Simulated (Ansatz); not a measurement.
Isolated molecules relaxed with PBE0-D4/def2-TZVP in Ansatz; ΔE leaves out vibrations. CCSD(T)/CBS is the MP2 limit (def2-TZVPP, def2-QZVPP) plus CCSD(T) − MP2 in def2-TZVPP, frozen cores. This one scheme is used for every species, atoms too. Functionals use def2-TZVPP. No spin–orbit coupling; open shells (•) take unrestricted orbitals. Spin–orbit coupling would lower the free atoms: a little for C, Cl; clearly for Ge. For Ge outer-core shells are correlated without core-valence functions, so the limit isn't a true one: a few kJ/mol of doubt a bond, and 10 to 20 or more in all where bonds break to atoms. Scalar relativity is left out up to krypton.

Reaction (atomization): `[CH3][Ge]([Cl])([Cl])[Cl]` → C• + 3 Cl• + Ge• + 3 H•

```json
{"level": "PBE-D4", "ΔE (kJ/mol)": "2694.1"}
{"level": "r2SCAN0-D4", "ΔE (kJ/mol)": "2641.2"}
{"level": "CAM-B3LYP-D4", "ΔE (kJ/mol)": "2625.6"}
{"level": "r2SCANh", "ΔE (kJ/mol)": "2655.5"}
{"level": "BHLYP", "ΔE (kJ/mol)": "2529.4"}
{"level": "MP2/def2-SVP", "ΔE (kJ/mol)": "2522.1"}
{"level": "HF/CBS(def2)", "ΔE (kJ/mol)": "1969.1"}
{"level": "MP2/CBS(def2)", "ΔE (kJ/mol)": "2727.5"}
```

Problem. What does CCSD(T)/CBS give? (An estimate is asked.)

Solution. Computed: +2658.3 kJ/mol. The listed levels differ from it by 35.8, -17.1, -32.7, -2.8, -128.9, -136.2, -689.2, 69.2 kJ/mol.

Largest T1 diagnostic among the species: 0.009.

At CCSD(T), def2-SVP lies −188.6 kJ/mol from the extrapolated value and def2-TZVPP −63.2 kJ/mol: correlation converges slowly with the basis, and small sets miss more of it in the bonded molecule than in its fragments. From BLYP to BHLYP (50 % exact exchange), in def2-TZVPP and without D4, ΔE moves by −13.2 kJ/mol: exact exchange takes away binding that semilocal exchange gives to molecules.

For atomizations the MP2-based limit and the directly extrapolated one differ by several kJ/mol either way, and by 10 to 25 for some Ge, Se and Sn compounds, so smaller differences from it don't rank the levels.
